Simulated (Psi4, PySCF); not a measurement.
PySCF was given this input:
```python
from pyscf import gto, scf

mol = gto.M(
    atom='''
C     0.600860    1.813513    0.015565
C     0.616104    0.514451    0.003281
C    -0.565259   -0.355802   -0.001915
C    -0.487699   -1.678902   -0.014584
H    -0.112541    2.604878    0.024841
H     1.560762   -0.020559   -0.004168
H    -1.522082    0.147586    0.005267
H     0.459133   -2.193767   -0.021848
H    -1.369306   -2.297694   -0.018172
''',
    basis='6-311g**',
    charge=0,
    spin=1,
    verbose=4,
)

mf = scf.UHF(mol)
mf.kernel()
```

Problem. Convert this to an input for Psi4.

Solution. Several could match; the one computed here: 
```
memory 2 GB

molecule {
0 2
C     0.60085967    1.81351297    0.01556469
C     0.61610420    0.51445077    0.00328056
C    -0.56525911   -0.35580246   -0.00191456
C    -0.48769899   -1.67890196   -0.01458395
H    -0.11254112    2.60487760    0.02484085
H     1.56076214   -0.02055891   -0.00416798
H    -1.52208225    0.14758648    0.00526689
H     0.45913300   -2.19376719   -0.02184815
H    -1.36930637   -2.29769393   -0.01817201
}

set {
  basis 6-311g**
  reference uhf
  scf_type pk
  puream true
  d_convergence 1e-8
}

energy('scf')
print_variables()
```

Both were run: PySCF gave -154.318747 Eh and Psi4 -154.318747 Eh, 0.000 mEh apart.
